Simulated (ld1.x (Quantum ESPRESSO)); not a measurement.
strontium, TM: configuration errors across variants

```
Element                 : Sr (Z = 38)
Generator               : ld1.x (Quantum ESPRESSO) 7.5
Type                    : norm-conserving Troullier–Martins (Kleinman–Bylander form)
Functional              : PBE
Relativity              : fully relativistic
Frozen core             : [Ar] 3d10
Valence charge          : 10
Reference configuration : 4s2 4p6 4d0 5s2 5p0
Partial waves           : 4p (bound): rc 2.65 bohr; 4d (bound, empty): rc 3.00 bohr; 4s (bound): rc 2.35 bohr
Local potential         : the s channel
Core correction         : none
```

Open shells are filled in proportion to 2j + 1 (rel_dist='average').

Occupied shells without a wave of their own: 5s. They enter only through the test configuration that unscreens the potential.

All-electron excitation energies from the reference (eV): (1) 4s2 4p6 4d0 5s1 5p0 5.885; (2) 4s2 4p6 4d0 5s0 5p0 16.891; (3) 4s2 4p6 4d0 5s1.5 5p0 2.339; (4) 4s2 4p5 4d0 5s2 5p0 28.324; (5) 4s1 4p6 4d0 5s2 5p0 47.012; (6) 4s2 4p6 4d1 5s0 5p0 7.649; (7) 4s2 4p6 4d0 5s0 5p2 4.704.

For the base: The 5s level has no wave, so the channel is fitted at the deeper level alone: the likely source of the large errors.

3 further variants failed, have other tests or another functional or relativity, and are left out.

A true bound ghost makes a file unfit for plane-wave use even where its test errors are small: the radial tests pick states by their node count and pass the ghost by.

The file “base” misses its own reference levels by 0.9 eV. The file “wave 4d (bound): rc 3.00 bohr becomes 4d (bound): rc 1.98 bohr” misses its own reference levels by 0.9 eV. The file “all radii scaled by about 1.13 (s 2.66, p 3.00, d 3.40 bohr)” misses its own reference levels by 1.2 eV. The file “wave 4s (bound): rc 2.35 bohr becomes 4s (bound): rc 2.14 bohr” misses its own reference levels by 0.5 eV. The file “wave 4p (bound): rc 2.65 bohr becomes 4p (bound): rc 2.34 bohr” misses its own reference levels by 0.9 eV. The file “wave 4s (bound): rc 2.35 bohr becomes 4s (bound): rc 1.98 bohr” misses its own reference levels by 0.3 eV. The file “all radii scaled by about 1.12 (s 2.64, p 2.98, d 3.36 bohr)” misses its own reference levels by 1.1 eV.

Errors AE − PS in meV (a dash: test not solved or not reliable):

```csv
change,(1),(2),(3),(4),(5),(6),(7),bound ghosts
base,-1245,-3459,-526,+218,+265,-2260,-1685,none
wave 4d (bound): rc 3.00 bohr becomes 4d (bound): rc 1.98 bohr,-1245,-3459,-526,+218,+265,-2259,-1685,"d5/2, d3/2"
"all radii scaled by about 1.13 (s 2.66, p 3.00, d 3.40 bohr)",-1702,-4773,-711,+662,+698,-3396,-2588,not determined
wave 4s (bound): rc 2.35 bohr becomes 4s (bound): rc 2.14 bohr,-759,-2123,-321,+198,+264,-1358,-976,none
wave 4p (bound): rc 2.65 bohr becomes 4p (bound): rc 2.34 bohr,-1245,-3460,-526,+219,+260,-2261,-1699,none
wave 4s (bound): rc 2.35 bohr becomes 4s (bound): rc 1.98 bohr,-491,-1374,-207,+159,+232,-869,-578,none
"all radii scaled by about 1.12 (s 2.64, p 2.98, d 3.36 bohr)",-1638,-4579,-686,+534,+566,-3195,-2440,none
```

Task: Give the same row for: local potential the d channel.

Result: -396, -1161, -165, +194, +175, -705, -698; bound ghosts: none.
